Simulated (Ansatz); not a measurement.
Geometry optimisation, RKS PBE/def2-SVP in Ansatz 0.2.0.

Input:

```yaml
crystal:
  periodic: [false, false, false]
  atoms:
    - { symbol: B, position_ang: [-0.0396, 1.965, 1.9203] }
    - { symbol: O, position_ang: [-0.8272, 0.7492, 2.0333] }
    - { symbol: Si, position_ang: [-0.7568, -0.0052, 0.4784] }
    - { symbol: S, position_ang: [1.3028, -0.8553, 0.2176] }
    - { symbol: Si, position_ang: [0.7442, -1.6029, -1.7567] }
    - { symbol: H, position_ang: [-0.655, 3.0149, 1.5953] }
    - { symbol: H, position_ang: [1.0902, 2.0538, 2.176] }
    - { symbol: H, position_ang: [0.33204, 1.15273, 1.16465] }
    - { symbol: H, position_ang: [-1.7246, -1.0618, 0.4701] }
    - { symbol: H, position_ang: [-0.3887, -2.5281, -1.6299] }
    - { symbol: H, position_ang: [1.8965, -2.2964, -2.2789] }
    - { symbol: H, position_ang: [0.407, -0.4598, -2.597] }
basis:
  gaussian: { orbitals: def2-SVP }
hamiltonian:
  xc: pbe
relax:
  f_tol: 0.02
  max_steps: 50
```

Run as:

```bash
$ ansatz run input.yaml --threads 2 --pin off --max-ram 3072MiB --backend cpu --events-out ev --progress --plain --runs-dir out
```

**Question.** Where does it end, and by what steps?

**Answer.** It converged. The force dipped under the threshold on the way, but the program's further checks kept it going. After 49 steps the energy has fallen by 5.749 eV; H6 moved furthest, 2.95 Å. Parted: B1–H8 (1.17 → 3.14 Å).

```
step  energy less start (eV)  largest force component (eV/Å)  accepted
   0                  0.0000                           4.050       yes
   2                 -3.1295                           3.189       yes
   4                 -4.2946                           1.172       yes
   6                 -4.7499                           0.452       yes
   8                 -4.8162                           0.447       yes
  10                 -5.0308                           1.194       yes
  12                 -5.2951                           0.931       yes
  14                 -5.4868                           0.629       yes
  16                 -5.6111                           0.227       yes
  18                 -5.6524                           0.081       yes
  20                 -5.6590                           0.026       yes
  22                 -5.6609                           0.056       yes
  24                 -5.6622                           0.034       yes
  26                 -5.6655                           0.162       yes
  28                 -5.6729                           0.026       yes
  30                 -5.6628                           0.415        no
  32                 -5.6935                           0.030       yes
  34                 -5.7044                           0.291       yes
  36                 -5.7189                           0.331       yes
  38                 -5.7358                           0.174       yes
  40                 -5.7421                           0.072       yes
  42                 -5.7457                           0.085       yes
  44                 -5.7479                           0.017       yes
  46                 -5.7483                           0.070        no
  48                 -5.7491                           0.057        no
  49                 -5.7494                           0.018       yes
```

```xyz
12
Properties=species:S:1:pos:R:3
B -0.333 1.320 2.473
O -0.494 0.655 1.298
Si -0.070 1.078 -0.294
S 1.621 -0.065 -0.963
Si 0.676 -2.005 -1.250
H -0.695 0.757 3.493
H 0.153 2.444 2.486
H 0.346 2.517 -0.353
H -1.283 0.783 -1.122
H 0.020 -2.487 0.014
H 1.792 -2.929 -1.641
H -0.351 -1.942 -2.349
```

Whether the end is a true minimum wasn't checked by a vibrational analysis.

Time of the run: 93 s on 2 threads of Intel(R) Xeon(R) Platinum 8488C (Sapphire Rapids), with other jobs on the host, peak memory 0.18 GiB.
